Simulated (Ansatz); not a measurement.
Ansatz results at the PBE0-D4/def2-TZVP geometry: size of the dipole moment (B3LYP/def2-TZVPP) 0.43 D; HOMO energy (ωB97M-V/def2-TZVPP) -9.43 eV; LUMO energy (PBE/def2-TZVPP) -1.34 eV.

Problem. Which molecule gave them?
A. `CB(S)C[SiH3]`
B. `[GeH3][C]1=CC1`
C. `[BH2][InH][O][ZnH]`
D. `C#[C][GeH2][CH3]`

Solution. B. The others give `[BH2][InH][O][ZnH]`: 1.32, -9.28, -3.48; `C#[C][GeH2][CH3]`: 0.80, -10.23, -0.68; `CB(S)C[SiH3]`: 1.21, -9.94, -1.50.

B3LYP here is the variant with VWN-RPA as its local correlation; programs differ in this.
